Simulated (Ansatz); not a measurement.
## Abstraction of Br: CHBr2Cl + C2H2F → CHBrCl + C2H2BrF

Species: CHBr2Cl (chlorodibromomethane) `ClC(Br)Br`, singlet; C2H2F `C=[C]F`, doublet; CHBrCl `Cl[CH]Br`, doublet; C2H2BrF `C=C(F)Br`, singlet. A radical takes Br: the energy is the difference in strength between two C–Br bonds in different surroundings.

Shapes, held fixed at every level: PBE0-D4/def2-TZVP. Programs: Ansatz 0.2.0. Electronic energies: no zero-point or thermal term.

| level | kind | ΔE (kJ/mol) | CPU time (sum over the molecules) |
| --- | --- | --- | --- |
| HF/def2-TZVPP | Hartree–Fock | -74.5 | – |
| SPW92/def2-TZVPP | LDA | -97.2 | 11 s |
| PBE-D4/def2-TZVPP | GGA | -88.1 | 23 s |
| BHLYP-D4/def2-TZVPP | global hybrid | -87.7 | 31 s |
| r2SCAN0-D4/def2-TZVPP | global hybrid | -90.1 | 53 s |
| wB97X-V/def2-TZVPP | range-separated hybrid | -89.3 | 76 s |
| B2PLYP/def2-TZVPP | double hybrid | -88.1 | 56 s |

B2PLYP/def2-TZVPP gives ΔE = -88.1 kJ/mol; the levels span -97.2 to -74.5. The median of the levels is -88.1. No measured value is set beside it here. Spin contamination: C2H2F (⟨S²⟩ up to 0.93). Open shells run unrestricted. Relativity is left out for Br. Outer-core shells of Br are correlated, in sets that cover them unevenly. Times are processor times on shared x86 and Arm servers, and rough.
